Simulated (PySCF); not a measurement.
Al(Me)(Cl) (CH₃AlCl), SMILES [CH3][Al+][Cl], charge +1.

Geometry optimised at B3LYP-D3(BJ)/def2-TZVP. The spin state was assumed, not searched. The isomer is the one that the SMILES or the coordinates give; other isomers of the formula were not compared.

Calculation: TDA-PBE0/def2-SVPD run with PySCF.

Vertical excitations; the highest root listed may be one member of a degenerate set.  State labels are in the subgroup Cs.

Computed UV-visible absorptions:
```
state  symmetry  energy (eV)  λ (nm)      f                                                                main pairs
-----  --------  -----------  ------  -----  ------------------------------------------------------------------------
S1           A"         6.48     191  0.021                                              HOMO−1→LUMO (degenerate set)
S2           A'         6.48     191  0.021                                                HOMO→LUMO (degenerate set)
S3           A"         7.06     176  0.000                                      HOMO−1→LUMO+1 50 %, HOMO→LUMO+2 50 %
S4           A'         7.10     175  0.000                               HOMO→LUMO+1, HOMO−1→LUMO+2 (degenerate set)
S5           A"         7.10     175  0.000                               HOMO→LUMO+2, HOMO−1→LUMO+1 (degenerate set)
S6           A'         7.33     169  0.164                    HOMO−2→LUMO 67 %, HOMO→LUMO+1 13 %, HOMO−1→LUMO+2 13 %
S7           A'         7.34     169  0.050                                            HOMO−2→LUMO+1 (degenerate set)
S8           A"         7.34     169  0.050                                            HOMO−2→LUMO+2 (degenerate set)
S9           A'         8.26     150  0.459  HOMO−5→LUMO 25 %, HOMO→LUMO+1 24 %, HOMO−1→LUMO+2 24 %, HOMO−2→LUMO 19 %
S10          A"         8.29     149  0.019                                                          HOMO−3→LUMO 99 %
T1           A'         5.57     222      0                                                          HOMO−2→LUMO 97 %
T2           A"         6.06     204      0                                              HOMO−1→LUMO (degenerate set)
T3           A'         6.06     204      0                                                HOMO→LUMO (degenerate set)
T4           A'         6.50     191      0                                      HOMO−1→LUMO+2 47 %, HOMO→LUMO+1 47 %
```
Triplets are in the Tamm–Dancoff approximation.
